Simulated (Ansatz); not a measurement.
```yaml
crystal:
  periodic: [false, false, false]
  atoms:
    - {symbol: Pd, position_ang: [1.384096, 1.114330, 1.489995]}
    - {symbol: Pd, position_ang: [0.995123, -0.964934, -0.336907]}
    - {symbol: Pd, position_ang: [-1.450498, -1.078612, -1.636391]}
    - {symbol: Pd, position_ang: [-0.725036, 1.018258, -0.208785]}
    - {symbol: H, position_ang: [-3.050148, -0.588000, -1.634284]}
    - {symbol: H, position_ang: [2.480845, 0.402484, 2.616710]}
    - {symbol: H, position_ang: [0.201652, 2.094867, 0.660639]}
    - {symbol: H, position_ang: [0.050830, -1.923526, -1.334427]}
    - {symbol: H, position_ang: [-2.704074, -0.243594, -2.361980]}
    - {symbol: H, position_ang: [2.747736, 0.134643, 1.854118]}
    - {symbol: H, position_ang: [0.069463, 0.034074, 0.891313]}
basis:
  gaussian: {orbitals: def2-SVPD}
total_charge: 1
hamiltonian: {xc: {name: HF}}
correlation: {method: rpa}
scf: {omitted_lower_state_checks: [starts]}
```

```sh
$ ansatz run in.yaml --threads 4 --pin off --events-out ev --progress --plain --max-ram 4787MiB
```

Output, abridged:

```
Functional definition: HF
1905 factors; integrals over basis functions are off by at most 4.1e-4 eV
mean field evaluation 1: about -13902.6319 eV, gradient 9.2e1 eV
mean field evaluation 2: about -13902.8908 eV, gradient 9.2e1 eV
mean field evaluation 4: about -13923.1627 eV, gradient 9.5e0 eV
mean field evaluation 8: about -13923.7320 eV, gradient 2.0e0 eV
mean field evaluation 16: about -13923.9136 eV, gradient 3.7e-1 eV
mean field -13923.91888117 eV, -511.6945809118 hartree, gradient 3.2e-6 eV, S^2 0.000000; 0 other end points of the search recorded, 0 dependent functions left out; unrestricted orbitals would lower it
mean field evaluation 32: about -13924.8332 eV, gradient 2.2e0 eV
unrestricted determinant -13926.49542968 eV, -511.7892673230 hartree, S^2 1.8285
reference -13923.91888117 eV, -511.6945809118 hartree; 39, 39 occupied and 153, 153 virtual orbitals, 1905 factors
Total energy: -13971.53688831 eV, -513.4445103975 hartree
Checks for a lower state left out: starts
```

It took 19 s on 4 threads of Arm Neoverse V1 on a shared host, peak host memory 0.81 GiB.

In the def2 sets Pd takes a core potential; there is no spin–orbit coupling. Correlated methods freeze no core orbitals; core or outer-core shells of Pd are correlated, in sets that lack core-valence functions. The restricted singlet (for correlated methods, its reference) is unstable: a solution with broken spin symmetry lies lower. This restricted singlet of an open-shell metal wasn't tested against broken symmetry.
